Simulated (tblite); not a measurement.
A tight-binding relaxation on `CC#CC#C[Si@@](C)([SiH3])Br`.

Computed with GFN2-xTB geometry optimisation, gas phase (tblite 0.8.0). Start geometry: from a force field or distance geometry. The command runs a driver script over a list of jobs; the input below is this job's line of settings and its coordinates in Å.

Command:
```bash
OMP_NUM_THREADS=1 python probes_run.py task.json out
```

Input:
```
{"job": {"kind": "relax", "xc": "GFN2-xTB", "basis": "xTB"}, "charge": 0, "multiplicity": 1}
C      3.452600    -0.374700    -3.877100
C      2.537300    -0.316400    -2.736400
C      1.811800    -0.284000    -1.778700
C      0.853600    -0.222000    -0.579100
C      0.113100    -0.191500     0.380400
Si    -1.045200    -0.126700     1.837100
C     -1.057800     1.547000     2.636400
Si    -3.178900    -0.656900     1.175300
Br    -0.316000    -1.606400     3.339400
H      4.101800     0.498100    -3.886100
H      4.063800    -1.272600    -3.844600
H      2.875900    -0.387700    -4.811800
H     -1.405500     2.316900     1.952900
H     -0.053700     1.828300     2.977900
H     -1.725300     1.573700     3.512700
H     -3.244600    -2.013100     0.565800
H     -4.110500    -0.631400     2.338900
H     -3.681100     0.325800     0.178600
```

Output:
```
step      E/eV     max force
  0    -676.52129    4.770
  1    -676.67825    5.582
  2    -676.96643    1.461
  3    -677.02478    1.516
  4    -677.05160    2.276
  5    -677.08612    0.401
  6    -677.10555    0.452
  7    -677.12035    0.627
  8    -677.13737    0.412
  9    -677.14858    0.178
... (38 lines left out)
 48    -677.18963    0.023
 49    -677.18971    0.023
 50    -677.18982    0.030
 51    -677.18996    0.042
 52    -677.19010    0.036
 53    -677.19018    0.016
 54    -677.19021    0.012
 55    -677.19024    0.015
 56    -677.19027    0.014
 57    -677.19028    0.009
```

«max force» is the largest atomic force in eV/Å.

Problem. From which step on does the largest force stay under 0.1 eV/Å, and how much energy is left to gain from there?

Solution. From step 23 (0.085 eV/Å), 8.6 meV above the end.

Summary of the converged run: energy lowered by 15.4 kcal/mol over 57 steps; largest atomic force 0.009 eV/Å at the end.

Problem. Estimate the wall time. Hardware: Arm Neoverse N1, one thread, shared host with 64 logical CPUs at a one-minute load of 60.

Solution. About 1.2 s.
Labels such as C1 count atoms from 1, the log's own numbers from 0.
